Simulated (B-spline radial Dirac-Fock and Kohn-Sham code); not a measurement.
# EELS cross sections of the Eu M3 edge

System: the Eu atom in the configuration 1s2 2s2 2p6 3s2 3p6 3d10 4s2 4p6 4d10 4f7 5s2 5p6 6s2. Method: the first Born approximation with generalised oscillator strengths from a Dirac-Hartree-Slater potential (longitudinal and transverse terms; continuum final states only, so no white lines or fine structure). Computed with a radial atomic solver. The edge is taken at 1481.0 eV (tabulated value).

Partial cross sections σ(β, Δ) in barn, integrated over a window Δ above the edge and up to the collection semi-angle β, for parallel illumination:

```
E₀ (kV)  β (mrad)  Δ = 25 eV  Δ = 50 eV  Δ = 100 eV  Δ = 200 eV  Δ = 300 eV
     60         5       5.24       10.0        18.7        33.0        44.0
     60        10       17.8       34.3        64.4         114         153
     60       100        155        323         637        1180        1630
    100         5       8.43       16.1        30.1        53.3        71.3
    100       100        123        257         510         951        1320
    120         5          ?          ?           ?           ?           ?
    120        50       91.6        186         362         667         919
    120       100        113        237         470         877        1220
    200         5       14.9       28.6        53.6        95.8         129
    200        20       53.0        104         200         365         502
    300        10       35.8       69.4         132         241         330
    300        20       53.3        105         203         373         514
    300        50       73.0        151         297         552         768
    300       100       77.7        162         322         603         844
```

Q: Give the row for 120 kV and 5 mrad.

A: 9.88 b for 25 eV, 18.9 b for 50 eV, 35.3 b for 100 eV, 62.6 b for 200 eV, 84.0 b for 300 eV.
